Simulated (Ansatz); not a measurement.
Cost and result for the atomization energy of CH8BFSi2, SMILES `FC([SiH3])B[SiH3]` (13 atoms, 12 bonds).

Z-matrix (Å, degrees):
```
Si
C 1 1.969
B 1 2.530 2 36.5
H 1 1.486 2 111.8 3 32.6
H 1 1.482 2 109.5 3 -89.3
H 1 1.482 2 104.5 3 151.0
F 2 1.385 1 108.5 3 -122.3
H 2 1.094 1 103.0 3 122.1
Si 3 2.018 1 98.8 2 -122.6
H 3 1.196 1 114.6 2 108.9
H 9 1.490 3 107.7 1 176.3
H 9 1.490 3 113.4 1 56.7
H 9 1.490 3 111.4 1 -65.5
```

Total charge 0; spin multiplicity 1. All single points use the PBE0-D4/def2-TZVP geometry. It is one conformer, not always the lowest. Program: Ansatz. All runs use 4 threads of an Intel Xeon Platinum 8259CL on a shared host. Times are those of one run each, without the atoms' runs, and a repeat can differ threefold. Electronic energies, without spin–orbit coupling; frozen cores. CCSD(T)/CBS adds CCSD(T) − MP2 in def2-TZVPP to the MP2 limit, and its time is that of the two runs behind it. T1 = 0.014. B3LYP takes the VWN-RPA correlation (the form of Gaussian; ORCA's B3LYP/G).

CCSD(T)/CBS is a level of theory with its own doubt, some kJ/mol a heavy atom from the limit and from the frozen cores, so smaller differences don't rank the functionals.

```tsv
level	functions	wall time
PBE-D4/def2-TZVPP (with forces)	289	3.6 s
PBE0-D4/def2-TZVPP	289	4.1 s
r2SCAN-D4/def2-TZVPP (with forces)	289	5.5 s
B3LYP-D4/def2-TZVPP (with forces)	289	7.5 s
B2PLYP/def2-TZVPP	289	8 s
ωB97X-V/def2-TZVPP	289	12 s
ωB97M-V/def2-TZVPP (with forces)	289	15 s
MP2/def2-QZVPP	551	33 s
CCSD(T)/def2-TZVPP	289	3 min
CCSD(T)/CBS(def2)	–	3.5 min
```

Problem. What atomization energy does each give, and how far from CCSD(T)/CBS? (Best estimate.)

Solution. The calculation gave: 
| level | atomization (kJ/mol) | difference from CCSD(T)/CBS | per bond |
| --- | --- | --- | --- |
| PBE-D4/def2-TZVPP (with forces) | 4254.7 | 38.4 | 3.2 |
| PBE0-D4/def2-TZVPP | 4212.6 | -3.7 | -0.3 |
| r2SCAN-D4/def2-TZVPP (with forces) | 4245.4 | 29.1 | 2.4 |
| B3LYP-D4/def2-TZVPP (with forces) | 4231.1 | 14.8 | 1.2 |
| B2PLYP/def2-TZVPP | 4169.9 | -46.4 | -3.9 |
| ωB97X-V/def2-TZVPP | 4254.3 | 38.0 | 3.2 |
| ωB97M-V/def2-TZVPP (with forces) | 4239.0 | 22.7 | 1.9 |
| MP2/def2-QZVPP | 4192.1 | -24.2 | -2.0 |
| CCSD(T)/def2-TZVPP | 4116.3 | -100.0 | -8.3 |
| CCSD(T)/CBS(def2) | 4216.3 | 0.0 | 0.0 |

From PBE to PBE0 (25 % exact exchange), in def2-TZVPP and without D4, the atomization energy moves by −37.7 kJ/mol: exact exchange takes away binding that semilocal exchange gives to molecules. In def2-TZVPP, CCSD(T) changes the Hartree–Fock value by +925.8 kJ/mol (the triples alone add +48.4 kJ/mol) and MP2 by +942.4 kJ/mol; breaking electron pairs costs correlation energy, which Hartree–Fock lacks. The D4 term adds +47.4 kJ/mol with B3LYP and +25.0 kJ/mol with PBE0; it sums over pairs of atoms, weighted by their polarisabilities, and B3LYP, whose exchange is more repulsive, gets the larger term.
